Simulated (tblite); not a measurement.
A geometry optimisation, step by step.

Species: C5H14AsGa.
Numbering: `[CH3:1][As:2]([GaH2:3])[C:4]([CH3:5])([CH3:6])[CH3:7]` (hydrogens: H8, H9, H10 on C1; H11, H12 on Ga3; H13, H14, H15 on C5; H16, H17, H18 on C6; H19, H20, H21 on C7)

Computed with GFN2-xTB (tblite), gas phase: L-BFGS steps from a force-field or distance-geometry start until the largest atomic force falls under 0.01 eV/Å. 7 of its 201 geometries are shown.

Step 0: E = -579.0549 eV, largest atomic force 2.595 eV/Å
```
atom  x, y, z in Å  |  force x, y, z in eV/Å
C1      1.923   -1.510   -0.555    0.453  -0.855  -0.208
As2     1.054    0.093    0.172   -0.595  -1.423   0.314
Ga3     2.643    1.426    0.810    2.284   1.181   0.347
C4     -0.883    0.127   -0.033   -1.074   0.291   0.355
C5     -1.598   -0.296    1.267   -0.601   0.928  -0.121
C6     -1.365   -0.777   -1.128   -0.192  -1.409  -0.704
C7     -1.278    1.581   -0.228   -0.164   0.672   1.446
H8      1.522   -1.802   -1.547    0.093  -0.074   0.567
H9      1.887   -2.357    0.178   -0.091   0.473  -0.798
H10     2.990   -1.272   -0.729   -0.365   0.038   0.238
H11     3.499    0.759    2.036   -0.095   0.382  -0.165
H12     3.549    2.361   -0.173   -0.059   0.117   0.302
H13    -2.687   -0.288    1.006    0.704  -0.385   0.541
H14    -1.249   -1.265    1.641   -0.254   0.316  -0.023
H15    -1.468    0.538    2.004    0.123  -1.145  -0.095
H16    -0.532   -1.364   -1.580   -0.501   0.416   0.127
H17    -1.876   -0.240   -1.944    0.111  -0.330   0.448
H18    -2.028   -1.542   -0.653    0.229   0.561  -0.835
H19    -0.494    2.162   -0.720   -0.382  -0.025  -0.461
H20    -2.279    1.690   -0.649    0.298   0.105  -0.231
H21    -1.340    1.992    0.823    0.078   0.166  -1.044
```

Step 33: E = -581.3532 eV, largest atomic force 0.624 eV/Å
```
atom  x, y, z in Å  |  force x, y, z in eV/Å
C1      1.838   -1.449   -0.458   -0.044  -0.118  -0.191
As2     0.966   -0.461    1.025    0.112  -0.011   0.067
Ga3     2.551    1.503    0.668   -0.329  -0.450  -0.043
C4     -0.872   -0.039    0.192   -0.553   0.136  -0.255
C5     -1.943   -0.327    1.262    0.138  -0.029  -0.035
C6     -1.238   -0.813   -1.077   -0.009  -0.057  -0.013
C7     -0.882    1.444   -0.163    0.041   0.099  -0.030
H8      1.551   -1.070   -1.442    0.147  -0.001   0.124
H9      1.577   -2.510   -0.406    0.007   0.051  -0.041
H10     2.919   -1.360   -0.371    0.122  -0.033   0.087
H11     3.867    1.307    1.637   -0.020   0.139  -0.103
H12     2.895    2.616   -0.487   -0.050  -0.001   0.130
H13    -2.956   -0.003    0.984    0.405   0.035  -0.156
H14    -1.993   -1.406    1.446    0.107   0.202   0.138
H15    -1.657    0.193    2.178   -0.086  -0.085   0.146
H16    -0.367   -1.123   -1.642    0.092   0.017  -0.112
H17    -1.842   -0.198   -1.748   -0.055  -0.068   0.170
H18    -1.800   -1.708   -0.834   -0.045  -0.109   0.012
H19    -0.269    1.600   -1.059   -0.038   0.110   0.109
H20    -1.902    1.791   -0.361    0.194   0.011  -0.021
H21    -0.452    2.028    0.656   -0.135   0.162   0.017
```

Step 67: E = -581.7171 eV, largest atomic force 0.096 eV/Å
```
atom  x, y, z in Å  |  force x, y, z in eV/Å
C1      1.867   -1.554   -0.510   -0.018   0.036  -0.082
As2     0.913   -0.695    1.030    0.060  -0.040  -0.022
Ga3     2.307    1.310    0.736   -0.045   0.036   0.003
C4     -0.841   -0.024    0.189    0.011   0.063   0.006
C5     -1.900   -0.203    1.282    0.038   0.016  -0.030
C6     -1.209   -0.821   -1.056    0.019  -0.005   0.028
C7     -0.748    1.452   -0.186   -0.020   0.020  -0.009
H8      1.901   -0.943   -1.415   -0.030   0.006   0.091
H9      1.409   -2.512   -0.762    0.015  -0.007   0.034
H10     2.894   -1.738   -0.183   -0.034  -0.039  -0.039
H11     3.748    1.500    1.453    0.022   0.008   0.019
H12     2.200    2.556   -0.302    0.029  -0.001   0.035
H13    -2.883    0.127    0.943    0.019  -0.013  -0.032
H14    -1.964   -1.250    1.586   -0.018   0.025  -0.058
H15    -1.624    0.386    2.161   -0.012  -0.016  -0.012
H16    -0.446   -0.701   -1.826   -0.037  -0.011   0.015
H17    -2.156   -0.469   -1.472    0.020  -0.042   0.068
H18    -1.305   -1.882   -0.823   -0.021  -0.015   0.010
H19     0.035    1.607   -0.937   -0.054   0.028   0.010
H20    -1.695    1.806   -0.601    0.045  -0.022   0.009
H21    -0.512    2.066    0.693    0.009  -0.027  -0.045
```

Step 100: E = -581.7433 eV, largest atomic force 0.072 eV/Å
```
atom  x, y, z in Å  |  force x, y, z in eV/Å
C1      1.827   -1.538   -0.605    0.011  -0.001  -0.030
As2     0.944   -0.730    0.998    0.019   0.002   0.010
Ga3     2.297    1.333    0.867   -0.001   0.002  -0.054
C4     -0.808   -0.029    0.184   -0.022  -0.004  -0.006
C5     -1.862   -0.135    1.288   -0.022  -0.022  -0.026
C6     -1.213   -0.901   -1.002   -0.014   0.000   0.012
C7     -0.714    1.423   -0.267    0.015  -0.014  -0.010
H8      1.813   -0.890   -1.482    0.007   0.004   0.041
H9      1.344   -2.484   -0.862    0.008   0.050   0.011
H10     2.867   -1.756   -0.353    0.000   0.023   0.007
H11     3.701    1.539    1.663   -0.018  -0.025   0.027
H12     2.205    2.655   -0.075   -0.023  -0.018   0.014
H13    -2.817    0.265    0.944   -0.016  -0.009   0.009
H14    -2.007   -1.178    1.575    0.014   0.004   0.016
H15    -1.556    0.427    2.175    0.032  -0.022  -0.056
H16    -0.517   -0.772   -1.830   -0.009  -0.018   0.004
H17    -2.207   -0.634   -1.364   -0.010   0.030   0.065
H18    -1.226   -1.953   -0.715   -0.026  -0.001   0.000
H19     0.055    1.548   -1.035    0.016   0.007  -0.004
H20    -1.669    1.750   -0.683    0.040   0.016  -0.008
H21    -0.468    2.077    0.578   -0.001  -0.005  -0.020
```

Step 133: E = -581.7980 eV, largest atomic force 0.048 eV/Å
```
atom  x, y, z in Å  |  force x, y, z in eV/Å
C1      1.894   -1.320   -0.855   -0.011  -0.011   0.013
As2     0.949   -0.909    0.854    0.006   0.008   0.015
Ga3     2.140    1.219    1.229   -0.013  -0.015  -0.024
C4     -0.788   -0.104    0.130    0.013  -0.011   0.004
C5     -1.708    0.060    1.339   -0.012   0.005   0.001
C6     -1.426   -1.081   -0.854    0.020  -0.023  -0.018
C7     -0.580    1.244   -0.551    0.004   0.002   0.007
H8      1.788   -0.530   -1.599    0.019   0.008   0.006
H9      1.506   -2.250   -1.272    0.009   0.019  -0.020
H10     2.957   -1.464   -0.649   -0.024   0.008  -0.012
H11     3.348    1.413    2.299   -0.013  -0.013   0.014
H12     2.074    2.647    0.461    0.020   0.003  -0.012
H13    -2.655    0.518    1.054   -0.002   0.010  -0.015
H14    -1.917   -0.915    1.787    0.009   0.019   0.007
H15    -1.236    0.690    2.099    0.007   0.013  -0.018
H16    -0.816   -1.183   -1.753   -0.027   0.002   0.038
H17    -2.413   -0.724   -1.152    0.014  -0.023  -0.009
H18    -1.540   -2.065   -0.394    0.008   0.024  -0.024
H19     0.230    1.200   -1.286   -0.004  -0.001   0.028
H20    -1.482    1.558   -1.077   -0.025  -0.017   0.037
H21    -0.333    2.013    0.189    0.002  -0.007  -0.017
```

Step 167: E = -581.8655 eV, largest atomic force 0.133 eV/Å
```
atom  x, y, z in Å  |  force x, y, z in eV/Å
C1      1.976   -1.051   -1.002    0.027   0.031  -0.062
As2     0.960   -1.075    0.709    0.014  -0.001  -0.094
Ga3     1.994    1.005    1.444    0.068   0.039   0.063
C4     -0.758   -0.146    0.109   -0.013  -0.083  -0.021
C5     -1.545    0.176    1.377   -0.009   0.012  -0.007
C6     -1.533   -1.176   -0.712   -0.007  -0.047  -0.018
C7     -0.570    1.111   -0.734   -0.019  -0.047   0.010
H8      2.101   -0.040   -1.404    0.033  -0.063   0.101
H9      1.490   -1.667   -1.763    0.022   0.026   0.071
H10     2.966   -1.476   -0.814   -0.028   0.028  -0.044
H11     2.341    1.532    2.953   -0.018   0.051  -0.121
H12     2.557    2.092    0.361    0.036   0.006   0.069
H13    -2.517    0.605    1.133   -0.036   0.006   0.011
H14    -1.701   -0.740    1.953   -0.019   0.049   0.040
H15    -1.002    0.892    2.008    0.008  -0.011  -0.052
H16    -0.953   -1.479   -1.585   -0.036   0.024  -0.024
H17    -2.483   -0.770   -1.056   -0.045   0.006  -0.001
H18    -1.728   -2.068   -0.113   -0.021   0.019  -0.001
H19    -0.001    0.886   -1.637    0.014   0.049   0.033
H20    -1.543    1.496   -1.049    0.021   0.001   0.028
H21    -0.060    1.909   -0.178    0.009  -0.094   0.017
```

Step 200: E = -581.9102 eV, largest atomic force 0.008 eV/Å
```
atom  x, y, z in Å  |  force x, y, z in eV/Å
C1      2.035   -0.935   -1.039   -0.006   0.005   0.000
As2     0.973   -1.138    0.629    0.007  -0.004   0.001
Ga3     1.940    0.938    1.509    0.002   0.000   0.008
C4     -0.764   -0.205    0.087    0.003  -0.005   0.000
C5     -1.481    0.206    1.371   -0.002   0.003  -0.005
C6     -1.624   -1.221   -0.665   -0.002  -0.004   0.001
C7     -0.551    1.020   -0.793    0.000   0.001   0.003
H8      2.289    0.110   -1.240    0.000  -0.006   0.006
H9      1.500   -1.343   -1.897    0.001  -0.002   0.001
H10     2.964   -1.498   -0.930   -0.003   0.001   0.000
H11     1.831    1.709    2.934   -0.002  -0.003  -0.006
H12     2.877    1.859    0.539   -0.001   0.001   0.000
H13    -2.470    0.611    1.152   -0.001   0.001   0.000
H14    -1.599   -0.652    2.036    0.004  -0.003   0.000
H15    -0.907    0.976    1.903    0.004   0.005   0.005
H16    -1.119   -1.557   -1.571    0.004   0.001  -0.007
H17    -2.582   -0.783   -0.950   -0.002   0.003  -0.003
H18    -1.815   -2.092   -0.036    0.000  -0.003   0.006
H19    -0.057    0.756   -1.727   -0.007   0.003   0.002
H20    -1.509    1.482   -1.038   -0.002   0.001  -0.005
H21     0.061    1.772   -0.275    0.001   0.004  -0.003
```

Task: Summarise the path.

Result: The energy falls by 65.85 kcal/mol from step 0 to step 200; nine tenths of that is first reached at step 47. It falls at every step. The largest force goes from 2.595 to 0.008 eV/Å. Among the bonds As2–Ga3 changes most, from 2.170 to 2.454 Å; the atoms move by 1.250 Å rms after alignment.

Task: Follow the three bonds and two angles with the largest change from start to end.

Result: 
```tsv
step	E above end (kcal/mol)	largest force (eV/Å)	As2–Ga3 (Å)	As2–C4 (Å)	C1–H9 (Å)	Ga3–As2–C4 (°)	As2–Ga3–H11 (°)
0	65.85	2.595	2.170	1.948	1.122	138.4	110.7
9	27.18	0.453	2.416	2.117	1.085	125.5	95.4
17	21.62	0.314	2.443	2.111	1.092	121.7	97.9
26	16.54	0.290	2.468	2.058	1.088	116.6	103.4
35	11.38	0.432	2.491	2.082	1.089	109.4	111.5
43	7.58	0.232	2.484	2.061	1.092	101.7	122.3
52	5.57	0.136	2.456	2.063	1.091	98.2	123.9
61	4.84	0.140	2.460	2.065	1.090	98.6	123.1
70	4.36	0.090	2.460	2.059	1.092	99.5	122.5
78	4.11	0.077	2.469	2.052	1.090	99.3	122.4
87	4.04	0.049	2.464	2.058	1.090	99.8	122.3
96	3.93	0.073	2.470	2.057	1.090	99.6	123.6
104	3.67	0.119	2.465	2.059	1.091	98.3	122.4
113	3.05	0.122	2.463	2.044	1.093	96.8	120.6
122	2.74	0.044	2.467	2.041	1.092	96.3	122.1
130	2.62	0.046	2.466	2.046	1.091	97.1	124.0
139	2.49	0.056	2.458	2.045	1.091	97.3	124.3
148	2.35	0.035	2.459	2.044	1.090	97.7	124.6
157	2.09	0.227	2.450	2.043	1.097	97.2	127.8
165	1.20	0.118	2.441	2.043	1.090	94.2	129.3
174	0.26	0.109	2.450	2.044	1.091	92.6	133.0
183	0.03	0.028	2.457	2.045	1.090	92.3	134.3
191	0.01	0.018	2.456	2.045	1.090	92.5	133.9
200	0.00	0.008	2.454	2.045	1.090	92.5	133.6
```

What follows is the cost of the whole relaxation. Time: 3.1 s wall. Hardware: one thread, Arm Neoverse N1 (aarch64), shared host.
